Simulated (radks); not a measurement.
Neutral cerium inside a hard spherical wall (all orbitals vanish at R), configuration held at [Xe] 4f1 5d1 6s2 and not refilled when levels cross. Method: scalar-relativistic Kohn-Sham, LDA (Slater exchange, VWN5 correlation), spin-polarised, spherical densities, point nucleus; open shells are filled with parallel spins first (spin-orbit coupling, left out, can overturn this in heavy ions); computed with a radial shooting solver on a logarithmic mesh with Libxc functionals. Eigenvalues in eV for spin up, with the zero of energy where the potential of the charges vanishes at infinity; a dash marks a level that is unbound or too diffuse for the functional's potential to be trusted. A positive occupied level is held by the wall or, in an anion where self-interaction has pushed it up, behind a barrier. The pressure on the wall is -dE/dV.

R (bohr)  E (hartree)  kinetic (hartree)    e(5p)   e(4f)   e(6s)   e(5d)  e(6p, empty)  e(7s, empty)  pressure (GPa)
free       -8853.9223           9382.410  -23.605  -5.937  -4.028  -3.424        -1.481        -0.097               0
15         -8853.9223           9382.411  -23.602  -5.935  -4.026  -3.422        -1.470         0.357        0.000226
10         -8853.9190           9382.440  -23.418  -5.746  -3.876  -3.262        -1.136         2.629          0.0753
8          -8853.8998           9382.560  -22.834  -5.136  -3.321  -2.746        -0.166         6.557           0.778
7          -8853.8644           9382.740  -22.146  -4.402  -2.529  -2.112         1.100        10.836            2.61
5          -8853.5133           9384.169  -18.850  -0.669   3.297   1.485         9.536        34.324            40.0
3.5        -8851.5075           9391.766   -9.823  10.109  27.936  13.529        40.681        104.64             634
